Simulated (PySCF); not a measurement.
Cd(F)(Et) (C₂H₅CdF), SMILES [Cd]([CH2]C)[F].

The structure is a stationary point at B3LYP-D3(BJ)/def2-SVP. The structure was generated by enumeration; whether it is a known compound was not checked. The def2 effective core potentials stand for the cores of Cd; spin–orbit coupling is left out. One conformer was computed; it need not be the lowest.

Two levels are set side by side: PBE/def2-TZVPD (PySCF) and ωB97X/def2-TZVPD (PySCF). Same geometry, gas phase. Differences are taken from unrounded values.

| quantity | ωB97X | PBE | PBE minus ωB97X |
|---|---|---|---|
| orbital gap (eV) | 11.00 | 5.02 | -5.98 |
| highest occupied level (eV) | -10.07 | -6.79 | 3.28 |
| lowest empty level (eV) | 0.94 | -1.77 | -2.71 |
| dipole moment (D) | 3.56 | 3.70 | 0.14 |
| mean polarisability (bohr³) | 56.1 | 60.8 | 4.7 |

PBE's occupied levels lie high since its potential decays too fast outside the molecule; exact exchange lowers them and widens the gap. PBE's more diffuse valence density responds more strongly to a field. Differences between two approximate levels are no errors against the true value.

Rough cost on one machine, each run with all the roots and properties that it gave: ωB97X against PBE within a factor of 2.
